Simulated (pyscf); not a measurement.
A first-order saddle from PySCF, ωB97X-D3(BJ)/def2-SVP:

```xyz
8

F      0.0127     0.6739     0.2437
Ge     1.2992    -0.5078    -0.1515
F      2.3879    -0.7276     1.1600
F      0.6600    -1.9643    -0.8010
H      2.0505     0.2044    -1.2618
Ge    -0.7819    -0.7114     1.8390
H     -0.8393     0.3986     2.9506
H     -2.2811    -0.5752     1.3863
```

Surface: singlet, charge 0. Lowest wavenumbers (cm⁻¹): 101i, 91, 126, 140, 208.

What reaction is this the transition state of?

F–GeH(F)–F + germylene (GeH₂) [singlet] ⇌ F–GeH₂–GeH(F)–F, an insertion read from left to right: F–Ge broken and F–Ge, Ge–Ge formed. At ωB97M-D3(BJ)/def2-TZVP it lies -0.02 eV from the left side and +1.62 eV from the right (each side as separated species at their lowest minima found). On the reactant side the descent ends in a complex, 0.27 eV under the separated species and 0.08 eV under the saddle at ωB97X-D3(BJ)/def2-TZVP. At ωB97M-D3(BJ) the saddle lies under the separated reactants, which points to a path from their complex (located at ωB97X-D3(BJ) alone). At ωB97X-D3(BJ) the barrier from the zero used here is -0.19 eV. This is the saddle that the search found; another between the same sides may lie lower. Elements up to Kr have no core potential and no relativistic terms here.
